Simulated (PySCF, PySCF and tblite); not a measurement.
A run on one conformer of C₈H₁₀, numbered as in [CH:1]#[C:2][C@@:3]12[CH2:4][CH2:5][CH2:6][C@@H:7]1[CH2:8]2, from an ensemble study. The sound level was KT3/pcSseg-1 (IEF-PCM, chloroform) on GFN2-xTB geometries.

Input:

```
{"job": {"xc": "KT3", "basis": "pcSseg-1", "solvent": "chloroform", "scf": {"max_cycle": 92}, "kind": "nmr", "pop": false}, "charge": 0, "multiplicity": 1}
C      3.413710    -1.195529    -0.037996
C      2.180006    -0.745695    -0.156543
C      0.711039    -0.216249    -0.290776
C     -0.532935    -1.326870    -0.158108
C     -1.899574    -0.408394     0.213833
C     -1.327650     0.965325     1.013413
C      0.206538     1.201179     0.416183
C      0.403829     1.126071    -1.217370
H      4.493106    -1.589445     0.062563
H     -0.679149    -1.963682    -1.164935
H     -0.276245    -2.091404     0.732644
H     -2.468974    -0.091043    -0.793051
H     -2.675541    -1.023825     0.888246
H     -1.263842     0.768564     2.196932
H     -2.040232     1.914349     0.831862
H      0.954148     1.870812     1.053352
H     -0.550842     1.125515    -1.921761
H      1.342972     1.687273    -1.681310
```

Command: OMP_NUM_THREADS=1 python ens_run.py task.json out

Output:

```
final grid: 143384 points
cycle   1  E = -315.6895605368  dE = -2.781e-01  |g| = 3.605e-01  |ddm| = 3.693e+00
cycle   2  E = -315.6517272246  dE =  3.783e-02  |g| = 5.211e-01  |ddm| = 9.500e-01
cycle   3  E = -315.7232397344  dE = -7.151e-02  |g| = 1.544e-01  |ddm| = 5.927e-01
cycle   4  E = -315.7283262662  dE = -5.087e-03  |g| = 7.591e-02  |ddm| = 1.697e-01
cycle   5  E = -315.7297790383  dE = -1.453e-03  |g| = 1.923e-02  |ddm| = 6.853e-02
cycle   6  E = -315.7298882261  dE = -1.092e-04  |g| = 3.773e-03  |ddm| = 2.410e-02
cycle   7  E = -315.7298916324  dE = -3.406e-06  |g| = 1.867e-03  |ddm| = 5.559e-03
cycle   8  E = -315.7298925889  dE = -9.565e-07  |g| = 1.700e-04  |ddm| = 1.838e-03
cycle   9  E = -315.7298925950  dE = -6.119e-09  |g| = 7.217e-05  |ddm| = 2.579e-04
cycle  10  E = -315.7298925962  dE = -1.205e-09  |g| = 2.815e-05  |ddm| = 8.772e-05
cycle  11  E = -315.7298925964  dE = -2.225e-10  |g| = 3.530e-06  |ddm| = 3.199e-05
converged SCF energy = -315.7298925964

GIAO shielding tensors (ppm)
atom      isotropic    diamagn.    paramagn.     s11        s22        s33       span
  0 C      108.731     257.997    -149.265     38.239     40.497    247.458    209.219
  1 C       89.942     253.131    -163.189    -13.586     -7.464    290.875    304.461
  2 C      123.198     254.037    -130.839     84.097    104.328    181.168     97.071
  3 C      113.212     243.496    -130.285     83.271    116.446    139.919     56.648
  4 C      123.546     246.784    -123.238     93.977    131.246    145.415     51.438
  5 C      117.852     245.358    -127.506     91.293    123.404    138.858     47.565
  6 C      120.113     250.167    -130.055     76.236    116.757    167.346     91.110
  7 C      137.100     251.670    -114.571    109.902    136.161    165.236     55.334
  8 H       26.105      30.043      -3.938     20.936     21.284     36.095     15.159
  9 H       26.340      26.475      -0.135     23.024     25.008     30.987      7.962
 10 H       26.416      27.343      -0.927     22.423     25.647     31.176      8.753
 11 H       27.095      27.434      -0.339     24.148     24.585     32.551      8.403
 12 H       26.752      25.836       0.916     23.066     24.747     32.443      9.377
 13 H       26.419      26.964      -0.545     22.801     24.554     31.903      9.102
 14 H       26.580      25.861       0.720     23.000     24.615     32.126      9.127
 15 H       26.512      28.815      -2.303     21.782     25.075     32.678     10.896
 16 H       27.530      28.570      -1.039     22.385     27.417     32.790     10.405
 17 H       27.411      27.837      -0.426     23.249     24.949     34.036     10.787
```

Question: What is wrong with this calculation, and what did it do to the result?

Answer: The setting at fault: coordinates scaled (wrong unit or factor). The run converged. Shieldings averaged over the conformers (ppm), as run and sound:
| atoms | as run | sound |
| --- | --- | --- |
| C1 | 108.7 | 125.1 |
| C2 | 89.9 | 100.2 |
| C3 | 123.2 | 163.9 |
| C4 | 113.2 | 147.1 |
| C5 | 123.5 | 159.3 |
| C6 | 117.8 | 152.1 |
| C7 | 120.1 | 151.4 |
| C8 | 137.0 | 166.9 |
| H1 | 26.1 | 30.2 |
| H4a | 26.3 | 29.7 |
| H4b | 26.4 | 29.7 |
| H5b | 27.1 | 30.3 |
| H5a | 26.7 | 30.0 |
| H6a | 26.4 | 29.6 |
| H6b | 26.6 | 29.8 |
| H7 | 26.5 | 30.1 |
| H8b | 27.5 | 31.1 |
| H8a | 27.4 | 30.9 |
